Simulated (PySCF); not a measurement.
ClH6NSi3, SMILES [SiH]1([SiH2]N[SiH2]1)Cl. Geometry: PBE0-D3(BJ)/def2-SVP. This is a generated structure with no PubChem entry under its InChIKey; it may be hypothetical.

Computed equilibrium geometry at PBE0-D3(BJ)/def2-SVP (PySCF confirms it by a frequency run) as bond lengths and angles, and its point group:
point group Cs.
Atoms: Cl1 Si2 Si3 N4 Si5 H6 H7 H8 H9 H10 H11. Bonded distances (Å): Cl1–Si2 2.079, Si2–Si3 2.353, Si2–Si5 2.353, Si2–H6 1.491, Si3–N4 1.758, Si3–H7 1.498, Si3–H8 1.497, N4–Si5 1.758, N4–H9 1.016, Si5–H10 1.497, Si5–H11 1.498. Bond angles (°): Cl1–Si2–Si3 116.0, Cl1–Si2–Si5 116.0, Cl1–Si2–H6 108.3, Si3–Si2–Si5 76.1, Si3–Si2–H6 118.9, Si5–Si2–H6 118.9, Si2–Si3–N4 86.3, Si2–Si3–H7 118.1, Si2–Si3–H8 116.1, N4–Si3–H7 113.4, N4–Si3–H8 114.5, H7–Si3–H8 107.5, Si3–N4–Si5 111.1, Si3–N4–H9 124.4, Si5–N4–H9 124.4, Si2–Si5–N4 86.3, Si2–Si5–H10 116.1, Si2–Si5–H11 118.1, N4–Si5–H10 114.5, N4–Si5–H11 113.4, H10–Si5–H11 107.5.
Charge 0, spin multiplicity 1.
